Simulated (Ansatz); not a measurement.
C2H5, doublet, at a GFN2-xTB geometry; MP2/cc-pVDZ (Ansatz, an electronic-structure program).

Input for Ansatz:
Ansatz 0.2 input:
```yaml
crystal:
  periodic: [false, false, false]
  atoms:
    - {symbol: C, position_ang: [0.77663934, -0.10802493, -0.02608915]}
    - {symbol: C, position_ang: [-0.67917820, 0.09855658, 0.00501522]}
    - {symbol: H, position_ang: [1.44586940, 0.69059131, 0.22632164]}
    - {symbol: H, position_ang: [1.18490479, -1.08700828, -0.18190609]}
    - {symbol: H, position_ang: [-1.08591799, -0.07299585, 1.01204191]}
    - {symbol: H, position_ang: [-0.93883967, 1.12118761, -0.26794879]}
    - {symbol: H, position_ang: [-1.19078337, -0.59496465, -0.66206507]}
basis:
  gaussian:
    orbitals: cc-pVDZ
magnetization: {spin_polarized: true, initial_magnetization: 1}
correlation: {method: mp2}
```

What the program printed (banner, timings and long lists left out):

```
Functional definition: HF
476 factors; integrals over basis functions are off by at most 1.1e-3 eV
mean field evaluation 1: about -2137.2964 eV, gradient 1.5e1 eV
mean field evaluation 2: about -2137.3719 eV, gradient 1.5e1 eV
mean field evaluation 4: about -2138.8692 eV, gradient 1.8e0 eV
mean field evaluation 8: about -2138.9057 eV, gradient 2.0e-1 eV
mean field evaluation 16: about -2138.9064 eV, gradient 2.1e-6 eV
mean field -2138.90642968 eV, -78.6033614878 hartree, gradient 2.1e-6 eV, S^2 0.762307; 0 other end points of the search recorded, 0 dependent functions left out
2 core orbitals not correlated
reference -2138.90642968 eV, -78.6033614878 hartree; 7, 6 occupied and 44, 45 virtual orbitals, 476 factors
second order -7.27796854 eV of doubles, -0.00000000 eV of singles
Total energy: -2146.18439822 eV, -78.8708218984 hartree
```
